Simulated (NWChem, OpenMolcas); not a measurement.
## How basis sets differ on CH3AlF2 (SMILES [CH3][Al]([F])[F])

CH3AlF2: 7 atoms, total charge 0, spin state singlet. SMILES: `[CH3][Al]([F])[F]`. The coordinates come from a PBE0-D4/def2-TZVP relaxation.

Each level gives the dipole moment (D). The values are calculated.

```csv
level,kind,program,value (D),CPU time
HF/ANO-R0 (sfX2C),Hartree–Fock,OpenMolcas,0.18,4.2 s
HF/STO-3G,Hartree–Fock,NWChem,0.84,1.6 s
HF/3-21G,Hartree–Fock,OpenMolcas,2.43,3.1 s
HF/def2-SVPD,Hartree–Fock,OpenMolcas,2.35,27 s
```

The values span 0.18 to 2.43 D. Magnitudes only. Sets without polarisation functions give poor dipoles. Times are those of the runs behind each value, whatever else they computed, on shared processors of several kinds: orders of magnitude only.
